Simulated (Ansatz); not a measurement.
Molecule: TiO, net charge 0, triplet state. The spin state was set by rule; other spins were not relaxed. SMILES: [O]=[Ti]
Geometry: optimised at B3LYP-D3(BJ)/def2-TZVP (Ansatz, a quantum-chemistry and plane-wave program).

Quantity: atomisation energy (electronic, to ground-state atoms), in kcal/mol. Correlated levels leave the core frozen unless marked. UHF or UKS for open shells. No spin-orbit coupling. The frozen core is the preceding noble-gas configuration, with the filled d and f shells of earlier blocks. Non-relativistic. The coupled-cluster limit lacks core correlation, which all-electron functionals hold. CBS marks a two-point X^-3 extrapolation of the correlation energy; Hartree-Fock from the larger set.

```tsv
level	program	atomisation energy (kcal/mol)
PBE/def2-TZVPD	Ansatz	187.3
r2SCAN0-D4/def2-TZVPD	Ansatz + dftd4	153.1
```

Problem. Predict the CCSD(T)/CBS(def2-TZVPPD,def2-QZVPPD) result (Ansatz).

Solution. 152.6 kcal/mol
